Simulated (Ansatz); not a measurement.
## A geometry optimisation of FGeH2Si2 with r2SCAN-D4/def2-SVP

The starting geometry of this gas-phase doublet was optimised with GFN2-xTB.

```xyz
6

F    -1.4868   -0.4432   -2.5538
Ge   -0.9556    0.5307    0.3830
Si   -0.9360    1.0407   -1.9993
Si    1.1664   -0.2137    0.0825
H     1.8527   -1.1251    1.0171
H     2.2529    0.0296   -0.8998
```

Task: Where would you expect an optimisation with r2SCAN-D4/def2-SVP to take it?

Result: A new bond forms, giving a structure given below by its coordinates. Contacts that close: Si3–Si4 (3.21 → 2.29 Å).

The energy falls by 0.70 eV over 17 steps:

```csv
step,E − E(last) (eV)
1,0.704
3,0.350
5,0.091
6,0.073
8,0.057
10,0.034
12,0.016
13,0.003
15,0.000
17,0.000
```

Final geometry (Å):

```xyz
6

F    -1.3847   -0.3133   -2.8474
Ge   -0.9462    0.9643    0.6713
Si   -0.7788    0.2099   -1.4316
Si    1.1105   -0.1556   -0.1845
H     1.5730   -1.2551    0.7226
H     2.3197    0.3688   -0.9007
```

Frequencies at the end are all real (lowest 80 cm⁻¹). Open shells are spin-unrestricted. Run with Ansatz 0.2.0, 2.2 min on 2 threads of Intel(R) Xeon(R) Platinum 8375C CPU @ 2.90GHz (Ice Lake), with other jobs on the host.
